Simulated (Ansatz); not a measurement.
Mulliken charges of C$_{2}$H$_{5}$BrSi (`Br[SiH]1CC1`) from PBE/def2-TZVPP in Ansatz (PBE0-D4/def2-TZVP geometry).

```tsv
atom	x (Å)	y (Å)	z (Å)	charge (e)
Br1	-1.336	-0.347	-2.501	-0.193
Si2	-0.404	0.601	-0.740	0.294
C3	0.970	-0.248	0.122	-0.209
C4	-0.401	-0.281	0.865	-0.209
H5	-0.485	2.070	-0.824	-0.046
H6	1.324	-1.203	-0.254	0.092
H7	1.758	0.336	0.588	0.089
H8	-0.874	-1.256	0.936	0.092
H9	-0.462	0.282	1.791	0.089
```

Question: By hand: the dipole of these point charges (1 e Å = 4.8032 D).

Answer: Σ q r = (0.199, 0.088, 0.371) e Å, of length 0.430 e Å = 2.07 D.

Question: How does the dipole of the full density compare? (Best estimate.)

Answer: The calculation gave: (0.123, 0.057, 0.230) e Å, 1.28 D; the point charges give 1.62 times that, at 1° from its direction.

Point charges leave out the atoms' own dipoles, such as those of lone pairs, and Mulliken's split depends on the basis, so the two needn't agree.
